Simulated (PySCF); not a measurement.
Al(H)(Me)2(SH2), C2H9AlS, singlet (CAM-B3LYP/def2-SVP optimised geometry):

```
13

Al    -0.726    -0.558     0.000
H     -0.815    -1.345    -1.387
C     -1.009     1.389     0.000
H     -2.088     1.613    -0.066
H     -0.535     1.891    -0.860
H     -0.647     1.882     0.918
C     -1.039    -1.582     1.655
H     -2.123    -1.722     1.812
H     -0.661    -1.074     2.558
H     -0.600    -2.594     1.631
S      1.920    -0.558     0.000
H      2.143    -0.331     1.312
H      2.088    -1.891     0.124
```

Level of theory: CAM-B3LYP/def2-TZVP run with PySCF.

Question: What are the frontier orbital energies and the dipole moment?

Answer: HOMO-2 -9.98 eV, HOMO-1 -8.82 eV, HOMO -8.66 eV, LUMO 0.64 eV, LUMO+1 0.75 eV; dipole moment 3.23 D.

On the same geometry PBE/def2-TZVP (PySCF) gives HOMO-2 -7.33 eV, HOMO-1 -6.14 eV, HOMO -6.00 eV, LUMO -1.48 eV, LUMO+1 -0.99 eV; dipole moment 3.19 D.

Meta-Löwdin charges at CAM-B3LYP/def2-TZVP: Al1 0.59, H2 -0.19, C3 -0.65, H4 0.12, H5 0.11, H6 0.11, C7 -0.65, H8 0.12, H9 0.10, H10 0.11, S11 -0.01, H12 0.12, H13 0.12.
